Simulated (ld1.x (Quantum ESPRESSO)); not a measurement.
Varying the TM potential for silicon (Si)

Base potential:

ld1.x (Quantum ESPRESSO) 7.5 input, shortened:

```
&input
   title='Si', zed=14., rel=1, dft='PBE', iswitch=3,
   config='[Ne] 3s1.5 3p2.5'
 /
 &inputp
   pseudotype=2, tm=.true., lloc=-1, rcloc=2.25,
   nlcc=.true., new_core_ps=.true., rcore=1.00
 /
2
3S  1  0   1.50   0.00  1.55  1.55  0.0
3P  2  1   2.50   0.00  2.30  2.30  0.0
 &test
   configts(1)='3s1.5 3p2.5'
 /
```

All-electron outer shells of the reference configuration (PBE, scalar-relativistic, ld1.x):

```json
{"shell": "2s", "level (eV)": "-140.34", "outermost node (bohr)": "0.15", "outermost maximum (bohr)": "0.45"}
{"shell": "2p", "level (eV)": "-96.40", "outermost node (bohr)": "–", "outermost maximum (bohr)": "0.39"}
{"shell": "3s", "level (eV)": "-11.20", "outermost node (bohr)": "0.72", "outermost maximum (bohr)": "1.77"}
{"shell": "3p", "level (eV)": "-4.38", "outermost node (bohr)": "0.72", "outermost maximum (bohr)": "2.14"}
```

Cutoffs, loose and tight: the cutoffs (Ry, on a coarse ladder) from which the occupation-weighted sum of valence levels, in a spherical-Bessel basis at the reference potential, stays within 10 and 1 mRy of its value at 400 Ry. They do not see the model core or the augmentation charge, which bear on the density cutoff. Test errors are all-electron minus pseudo excitation energies from the reference, over the configurations 3s2 3p2; 3s2 3p1; 3s2 3p0; 3s1 3p3; 3s2 3p1.5; 3s2 3p2.3; 3s1 3p2. A dash means not determined; rows that change the core or the reference have their own tests.

```csv
change,outcome,"cutoff, loose","cutoff, tight",bound ghosts,largest test error (meV)
base,generated,15 Ry,35 Ry,none,+13
"all radii but the core radius scaled by about 0.75 (s 1.16, p 1.74 bohr); local potential all-electron potential smoothed inside 1.70 bohr (lloc = -1)",generated,60 Ry,160 Ry,none,+14
"all radii but the core radius scaled by about 0.90 (s 1.40, p 2.08 bohr); local potential all-electron potential smoothed inside 2.04 bohr (lloc = -1)",generated,30 Ry,70 Ry,none,+16
"all radii but the core radius scaled by about 1.16 (s 1.80, p 2.68 bohr); local potential all-electron potential smoothed inside 2.62 bohr (lloc = -1)",generated,12 Ry,35 Ry,none,+2.3
"all radii but the core radius scaled by about 1.27 (s 1.96, p 2.92 bohr); local potential all-electron potential smoothed inside 2.86 bohr (lloc = -1)",generated,12 Ry,35 Ry,none,-12
```

Q: What comes out with this change to the base: all radii but the core radius scaled by about 1.39 (s 2.16, p 3.20 bohr); local potential all-electron potential smoothed inside 3.14 bohr (lloc = -1)?

A: outcome: generated; cutoff, loose: 12 Ry; cutoff, tight: 30 Ry; bound ghosts: none; largest test error (meV): -27.

Reading the sweep of the scale of all radii but the core radius (base = 1) (base included, trends over the rows without a ghost): The loose cutoff falls from 60 Ry at 0.75 to 12 Ry at 1.39. A larger radius leaves more room for a smooth pseudo-wave, so fewer plane waves are needed; a smaller one forces it to follow the all-electron wave where it bends sharply. The median size of the test errors (rows with all tests solved) is not monotonic: lowest 0.4 meV at 1, highest 2.1 meV at 0.75.
